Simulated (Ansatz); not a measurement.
`C[Si](C)(C)C#Cc1ccc(-c2ccc(-c3ccc(-c4ccc(-c5ccc(-c6ccc(C#C[Si](C)(C)C)[se]6)[se]5)[se]4)[se]3)[se]2)[se]1`, 72 atoms. Hardware: 4 threads of AMD EPYC 7R13 on a shared host and a share (37 GiB) of an NVIDIA H100 80GB HBM3.

Single mean-field runs in def2-SVP are fitted with def2-universal-jkfit.

(1) How many basis functions does each of these Ansatz runs have, and roughly what does it cost? PBE0-D4/def2-SVP, charge 0 triplet at the geometry of the charge 0 singlet, energy; PBE-D4/def2-SVP, charge -1 doublet at the geometry of the charge 0 singlet, energy, from earlier orbitals; PBE0-D4/def2-SVP, charge 0 singlet, energy and forces, from earlier orbitals; PBE-D4/def2-SVP, charge 0 triplet at the geometry of the charge 0 singlet, energy, from earlier orbitals; PBE-D4/def2-SVP, charge 0 singlet, relaxation, 45 steps; PBE-D4/def2-SVP, charge 0 singlet, energy, from earlier orbitals; PBE0-D4/def2-SVP, charge -1 doublet at the geometry of the charge 0 singlet, energy; PBE0-D4/def2-SVP, charge 1 doublet at the geometry of the charge 0 singlet, energy; PBE-D4/def2-SVP, charge 1 doublet at the geometry of the charge 0 singlet, energy, from earlier orbitals; r2SCAN-D4/def2-SVP, charge 0 singlet, energy and forces, from earlier orbitals.

## Answers

(1) Other jobs shared the machine, so times can vary by a factor of up to 3.

```json
{"run": "PBE-D4/def2-SVP, charge 0 singlet, energy, from earlier orbitals", "functions": "854", "fitting or Cholesky vectors": "4942", "wall time": "4.5 s", "peak host memory (GiB)": "1.3"}
{"run": "PBE-D4/def2-SVP, charge 1 doublet at the geometry of the charge 0 singlet, energy, from earlier orbitals", "functions": "854", "fitting or Cholesky vectors": "4942", "wall time": "7.5 s", "peak host memory (GiB)": "1.5"}
{"run": "r2SCAN-D4/def2-SVP, charge 0 singlet, energy and forces, from earlier orbitals", "functions": "854", "fitting or Cholesky vectors": "4942", "wall time": "7.5 s", "peak host memory (GiB)": "1.5"}
{"run": "PBE-D4/def2-SVP, charge -1 doublet at the geometry of the charge 0 singlet, energy, from earlier orbitals", "functions": "854", "fitting or Cholesky vectors": "4942", "wall time": "8 s", "peak host memory (GiB)": "1.5"}
{"run": "PBE-D4/def2-SVP, charge 0 triplet at the geometry of the charge 0 singlet, energy, from earlier orbitals", "functions": "854", "fitting or Cholesky vectors": "4942", "wall time": "9 s", "peak host memory (GiB)": "1.5"}
{"run": "PBE0-D4/def2-SVP, charge 0 singlet, energy and forces, from earlier orbitals", "functions": "854", "fitting or Cholesky vectors": "4942", "wall time": "9.5 s", "peak host memory (GiB)": "4.1"}
{"run": "PBE0-D4/def2-SVP, charge -1 doublet at the geometry of the charge 0 singlet, energy", "functions": "854", "fitting or Cholesky vectors": "4942", "wall time": "18 s", "peak host memory (GiB)": "1.7"}
{"run": "PBE0-D4/def2-SVP, charge 0 triplet at the geometry of the charge 0 singlet, energy", "functions": "854", "fitting or Cholesky vectors": "4942", "wall time": "24 s", "peak host memory (GiB)": "1.7"}
{"run": "PBE0-D4/def2-SVP, charge 1 doublet at the geometry of the charge 0 singlet, energy", "functions": "854", "fitting or Cholesky vectors": "4942", "wall time": "25 s", "peak host memory (GiB)": "1.6"}
{"run": "PBE-D4/def2-SVP, charge 0 singlet, relaxation, 45 steps", "functions": "854", "fitting or Cholesky vectors": "4942", "wall time": "3.6 min", "peak host memory (GiB)": "1.4"}
```
